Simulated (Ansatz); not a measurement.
C6H8, SMILES C#C[C@H](C)C=C.

Geometry optimised at PBE0-D3(BJ)/def2-SVP. The structure was generated by enumeration; whether it is a known compound was not checked. The values are those of a single conformer.

Two levels are set side by side: PBE/def2-SVPD (Ansatz, a program for electronic structure) and CAM-B3LYP/def2-SVPD (Ansatz). Energy differences of separate SCF runs at the same geometry; the states with an electron removed or added have multiplicity 2 and 2. Differences are taken from unrounded values.

```json
[
 {"quantity": "vertical ionisation energy (eV)", "CAM-B3LYP": "9.73"},
 {"quantity": "vertical singlet–triplet gap (eV)", "CAM-B3LYP": "4.40"}
]
```

### Question
What does PBE give, and how far is it from CAM-B3LYP? (The exact figures need the calculation; the answer reports its results.)

### Answer

```tsv
quantity	PBE	PBE minus CAM-B3LYP
vertical ionisation energy (eV)	9.24	-0.49
vertical singlet–triplet gap (eV)	4.44	0.04
```
